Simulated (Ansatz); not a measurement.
`F[CH2][InH2]` + H₂O → `[OH][InH2]` + `CF`  (formal hydrolysis of the In–C bond)

Program: Ansatz. Geometries: PBE0-D4/def2-TZVP. ΔE: electronic, gas phase. CCSD(T)/CBS is the MP2 limit (def2-TZVPP, def2-QZVPP) plus CCSD(T) − MP2 in def2-TZVPP, frozen cores. This one scheme is used for every species. Functionals use def2-TZVPP. def2 core potentials past Kr. For In outer-core shells are correlated without core-valence functions, which leaves a few kJ/mol of doubt a bond.

```json
{"level": "PBE-D4", "ΔE (kJ/mol)": "-76.5", "difference from CCSD(T)/CBS": "5.4"}
{"level": "B97M-V", "ΔE (kJ/mol)": "-87.4", "difference from CCSD(T)/CBS": "-5.5"}
{"level": "ωB97M-V", "ΔE (kJ/mol)": "-77.3", "difference from CCSD(T)/CBS": "4.6"}
{"level": "revPBE", "ΔE (kJ/mol)": "-79.0", "difference from CCSD(T)/CBS": "2.9"}
{"level": "PBE0", "ΔE (kJ/mol)": "-75.7", "difference from CCSD(T)/CBS": "6.2"}
{"level": "BHLYP", "ΔE (kJ/mol)": "-84.7", "difference from CCSD(T)/CBS": "-2.8"}
{"level": "HF/def2-SVP", "ΔE (kJ/mol)": "-86.8", "difference from CCSD(T)/CBS": "-4.9"}
{"level": "HF/def2-TZVPP", "ΔE (kJ/mol)": "-89.5", "difference from CCSD(T)/CBS": "-7.6"}
{"level": "CCSD/def2-TZVPP", "ΔE (kJ/mol)": "-79.2", "difference from CCSD(T)/CBS": "2.7"}
{"level": "MP2/CBS(def2)", "ΔE (kJ/mol)": "-84.5", "difference from CCSD(T)/CBS": "-2.6"}
{"level": "CCSD(T)/CBS", "ΔE (kJ/mol)": "-81.9", "difference from CCSD(T)/CBS": "0"}
```

Largest T1 diagnostic among the species: 0.017.

Leaving LDA and LC-ωPBE aside and taking each functional with its dispersion term where it has one, the values, not all of them listed here, spread over 13.3 kJ/mol, from B97M-V to HSE06-D4. LDA lies +5.8 kJ/mol from PBE without D4. From r2SCAN to r2SCAN0 (25 % exact exchange), in def2-TZVPP and without D4, ΔE moves by +3.8 kJ/mol. In def2-TZVPP, CCSD(T) changes the Hartree–Fock value by +10.0 kJ/mol (the triples alone add −0.3 kJ/mol) and MP2 by +7.4 kJ/mol.
